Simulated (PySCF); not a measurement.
Computed shifts of a molecule C₂H₅ClO₂Si, HF/pcSseg-1 run with PySCF, GIAO, gas phase, equivalent atoms averaged, in ppm (number of nuclei): ¹³C: 148.7 (1), 143.3 (1). ²⁹Si: -40.0 (1). ¹H: 6.97 (1), 6.73 (1), 4.59 (1), 2.39 (2). References: ¹³C against TMS (σ = 192.6 ppm); ³⁵Cl against HCl (σ = 958.2 ppm); ²⁹Si against TMS (σ = 393.8 ppm); ¹⁷O against H2O (σ = 333.0 ppm); ¹H against TMS (σ = 31.99 ppm), references at their B3LYP-D3(BJ)/def2-TZVP geometries, non-relativistic (without spin–orbit terms, shifts of atoms bonded to Cl or Br come out too high). Geometry optimised at PBE0-D3(BJ)/def2-SVP. The values are those of a single conformer.

### Question
Pick the molecule that these values belong to.
A. C[Si@@H](Cl)OC=O
B. CC(=O)O[SiH2]Cl
C. C=C[Si](O)(O)Cl
D. C=C(Cl)[SiH](O)O

### Answer
D, C=C(Cl)[SiH](O)O
